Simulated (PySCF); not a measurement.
Al(F)(SeH)2 (AlFH2Se2), SMILES [F][Al]([SeH])[SeH]. Geometry: PBE0-D3(BJ)/def2-SVP. The values are those of a single conformer.

These are PBE0-D3(BJ)/def2-SVP run with PySCF 2.14.0 values and carry that method's errors.

Harmonic wavenumbers (cm⁻¹): 95, 154, 159, 186, 246, 275, 480, 601, 615, 876, 2452, 2456. Rotational constants (GHz): 3.567, 0.7506, 0.6201; symmetry number 2.

Problem. Work out the zero-point energy and the ideal-gas rigid-rotor harmonic-oscillator thermochemistry at 298.15 K and 1 atm.

Solution. ZPE = ½ Σ hcν = ½ × 8595 cm⁻¹ = 12.29 kcal/mol. H − E(el) = 17.26 kcal/mol. Entropy in cal/(mol K): translation 41.87, rotation 28.27, vibration 16.07, total 86.22. G − E(el) = -8.45 kcal/mol. Cp = 22.90 cal/(mol K). Modes under 150 cm⁻¹ make the vibrational entropy uncertain.
